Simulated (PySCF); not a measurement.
# Polarisability and C₆ of Tl⁺ (thallium, charge +1)

[Xe] 4f14 5d10 6s2, closed-shell 1S. Computed with PySCF 2.14 in aug-cc-pVQZ-PP with ECP60MDF (7s7p5d3f2g, 92 functions), with a scalar-relativistic core potential. Coupled (time-dependent) response in atomic units; α is the mean over directions.

```tsv
method	mean α (bohr³)	C₆ (like pair)	S(−4)
UHF	24.05	192.0	192.7
PBE	19.99	159.4	115.6
PBE0	20.70	164.8	127.8
B97-3	20.72	164.5	129.0
```

S(−4) is the Cauchy moment in α(ω) = α(0) + S(−4) ω² + …

α(iu) at B97-3:

| u (hartree) | α(iu) (bohr³) |
| --- | --- |
| 0 | 20.72 |
| 0.0500 | 20.40 |
| 0.100 | 19.53 |
| 0.200 | 16.85 |
| 0.300 | 14.05 |
| 0.500 | 9.913 |
| 0.750 | 6.983 |
| 1.00 | 5.288 |
| 1.50 | 3.415 |
| 2.00 | 2.400 |
| 3.00 | 1.357 |
| 5.00 | 0.5872 |

A single London oscillator, α(iu) = α/(1 + u²/ω²), gives C₆ = (3/4) ω α². Matching the computed C₆ needs ω = 4 × 164.5 / (3 × 20.72²) = 0.511 hartree.

For an ion, C₆ is the dispersion term alone; charge-induced terms of lower order in 1/R come first.

Energies and moments cover only the electrons outside the core potential. Spin-orbit coupling, which splits the p, d and f shells strongly at this Z, is absent.
